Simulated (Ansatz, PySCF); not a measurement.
C3H10N (SMILES C[NH+](C)C), charge +1, singlet, at a GFN2-xTB geometry, atoms displaced at random by about 0.03 Å a coordinate. Base run: R2SCAN/6-31G, gradient run with PySCF.

PySCF was given this input:
```python
from pyscf import gto, scf, dft

mol = gto.Mole()
mol.atom = '''
    N    -0.022129   -0.040598    0.337909
    C    -0.024386    1.425410   -0.035849
    C     1.227382   -0.682194   -0.138330
    C    -1.205435   -0.710431   -0.124636
    H     0.003939    1.421437   -1.197974
    H     0.859131    1.930830    0.258318
    H    -0.914679    1.910768    0.286568
    H     1.230157   -0.719430   -1.238814
    H     1.254566   -1.716333    0.256732
    H     2.143978   -0.148642    0.279328
    H    -1.237990   -0.710379   -1.210158
    H    -2.154573   -0.201293    0.164596
    H    -1.210067   -1.715792    0.285977
    H    -0.033417    0.042600    1.386206
'''
mol.basis = '6-31g'
mol.charge = 1
mol.spin = 0
mol.verbose = 4
mol.build()

mf = dft.RKS(mol)
mf.xc = 'r2scan'
mf.kernel()
g = mf.nuc_grad_method()
grad = g.kernel()
```

Programs used: Ansatz (a quantum-chemistry and plane-wave program), PySCF; a row that names a program was run with it.

The coordinate followed is x of atom 8.

The base run was repeated with changes; each row names its change, and settings that it needs were set with it.

```json
[
 {"change": "base", "dE/dx (Eh/bohr)": "-0.000505", "net force (Eh/bohr)": "0.000271"},
 {"change": "conv_tol = 1e-11", "dE/dx (Eh/bohr)": "-0.000505", "net force (Eh/bohr)": "0.000271"},
 {"change": "grids.level = 1; grid_response = on", "dE/dx (Eh/bohr)": "-0.000507", "net force (Eh/bohr)": "0.000000"},
 {"change": "grids.level = 0; grid_response = off", "dE/dx (Eh/bohr)": "-0.000713", "net force (Eh/bohr)": "0.012960"},
 {"change": "conv_tol = 1e-6", "dE/dx (Eh/bohr)": "-0.000500", "net force (Eh/bohr)": "0.000271"},
 {"change": "grids.level = 0; grid_response = on", "dE/dx (Eh/bohr)": "-0.002132", "net force (Eh/bohr)": "0.000000"},
 {"change": "grids.level = 5; grid_response = off", "dE/dx (Eh/bohr)": "-0.000502", "net force (Eh/bohr)": "0.000054"},
 {"change": "code = ansatz", "dE/dx (Eh/bohr)": "-0.000501", "net force (Eh/bohr)": "0.000000"},
 {"change": "finite difference step (bohr) = 1e-3; conv_tol = 1e-11", "dE/dx (Eh/bohr)": "-0.000482", "net force (Eh/bohr)": "-"},
 {"change": "grid_response = on", "dE/dx (Eh/bohr)": "-0.000482", "net force (Eh/bohr)": "0.000000"},
 {"change": "finite difference step (bohr) = 1e-5; conv_tol = 1e-11", "dE/dx (Eh/bohr)": "-0.000482", "net force (Eh/bohr)": "-"},
 {"change": "conv_tol = 1e-4", "dE/dx (Eh/bohr)": "-0.000504", "net force (Eh/bohr)": "0.000272"}
]
```

The net force is zero for an exact gradient.
